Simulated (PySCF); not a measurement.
## TPSS on Sr (strontium, neutral)

Configuration: [Kr] 5s2, closed-shell 1S. Calculation: PySCF 2.14, in def2-SVP with the def2 core potential (28 electrons) (4s3p2d, 23 functions); scalar relativity through the core potential.

* Total energy: -30.6672 hartree
* One-electron energy: -49.9317 hartree
* Hartree (Coulomb) energy: 23.4717 hartree
* Exchange-correlation energy: -4.2072 hartree
* ⟨S²⟩: 0.0000
* ⟨L²⟩: 0.000
* Sum of ⟨r⟩: 21.11 bohr
* Sum of ⟨r²⟩: 65.31 bohr²
* Time after the integrals: 0.32 s of wall time on 1 thread of Neoverse-V1 (shared host)

```csv
shell,electrons,mean orbital energy (hartree),"rms radius, mean of both spins (bohr)"
4s,2,-1.54766,1.46
4p,6,-0.85967,1.69
5s,2,-0.12917,4.69
```

Energies and moments cover only the electrons outside the core potential.
